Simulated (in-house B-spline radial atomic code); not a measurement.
## S+: [Ne] 3p3 4s1 5d1 (an excited or competing configuration)

Method: non-relativistic Hartree-Fock, average of configuration, point nucleus. Calculated with a radial B-spline atomic code at the basis-set limit.

Effective charges: Z_r = [3n² - l(l+1)]/(2<r>) from the radius, Z_e = n√(-2ε) from the energy, and Slater's rules.

| shell | electrons | ε (eV) | <r> (bohr) | Z_r | Z_e | Slater |
| --- | --- | --- | --- | --- | --- | --- |
| 1s | 2 | -2538 | 0.09715 | 15.44 | 13.66 | 15.70 |
| 2s | 2 | -277.69 | 0.476 | 12.61 | 9.04 | 11.85 |
| 2p | 6 | -215.22 | 0.4395 | 11.38 | 7.95 | 11.85 |
| 3p | 3 | -35.435 | 1.7 | 7.35 | 4.84 | 6.50 |
| 4s | 1 | -13.634 | 3.915 | 6.13 | 4.00 | 3.45 |
| 5d | 1 | -2.8052 | 13.16 | 2.62 | 2.27 | 2.00 |

The least bound orbital is 5d at -2.805 eV, and it is also the most diffuse (<r> = 13.16 bohr).
